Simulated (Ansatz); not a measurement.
```yaml
crystal:
  periodic: [false, false, false]
  atoms:
    - {symbol: Ga, position_ang: [0.407387, 0.693315, -0.101357]}
    - {symbol: H, position_ang: [1.881700, 0.782177, -0.077344]}
    - {symbol: H, position_ang: [-0.649281, 2.036553, -0.259530]}
    - {symbol: C, position_ang: [-0.350214, -0.878837, 0.291555]}
    - {symbol: H, position_ang: [-0.476830, -1.193090, -0.850213]}
    - {symbol: H, position_ang: [-1.394728, -0.448381, 0.482983]}
    - {symbol: H, position_ang: [-0.140526, -1.570996, 0.468411]}
basis:
  gaussian: {orbitals: def2-SVP}
magnetization: {spin_polarized: true, initial_magnetization: 2}
hamiltonian: {xc: {name: BLYP}, pseudopotentials: {relativity: scalar}}
scf: {omitted_lower_state_checks: [starts]}
output: {forces: true}
```

```sh
$ ansatz run in.yaml --threads 4 --pin off --events-out ev --progress --plain --max-ram 3916MiB
```

Output, abridged:

```
Functional definition: BLYP
803 factors; their error is unknown
mean field evaluation 1: about -53874.8048 eV, gradient 5.5e1 eV
mean field evaluation 2: about -53832.2645 eV, gradient 9.0e1 eV
mean field evaluation 4: about -53885.3475 eV, gradient 2.0e1 eV
mean field evaluation 8: about -53888.6393 eV, gradient 3.6e0 eV
mean field evaluation 16: about -53888.7499 eV, gradient 1.0e-1 eV
mean field -53888.74997224 eV, -1980.3750343731 hartree, gradient 3.0e-5 eV, S^2 2.002805; 0 other end points of the search recorded, 0 dependent functions left out
reference -53888.75026799 eV, -1980.3750452417 hartree; 22, 20 occupied and 49, 51 virtual orbitals, 803 factors
Total energy: -53888.75026799 eV, -1980.3750452417 hartree
Relativity: scalar
Atom 0 at     0.407387     0.693315    -0.101357 Å, force    -1.411001     4.497972    -1.333455 eV/Å
Atom 1 at     1.881700     0.782177    -0.077344 Å, force     2.055555     0.358437     0.371178 eV/Å
Atom 2 at    -0.649281     2.036553    -0.259530 Å, force     1.097638    -0.488740     0.217556 eV/Å
Atom 3 at    -0.350214    -0.878837     0.291555 Å, force   -12.808762    29.377194   -12.202044 eV/Å
Atom 4 at    -0.476830    -1.193090    -0.850213 Å, force     0.049141     0.672099     1.128479 eV/Å
Atom 5 at    -1.394728    -0.448381     0.482983 Å, force     0.905469    -0.573562     0.790634 eV/Å
Atom 6 at    -0.140526    -1.570996     0.468411 Å, force    10.111960   -33.843400    11.027651 eV/Å
Dipole moment:    -0.077181    -0.397945     0.058704 e Å
Checks for a lower state left out: starts
```

Run time 0.75 s (4 threads of Intel Xeon on a shared host).
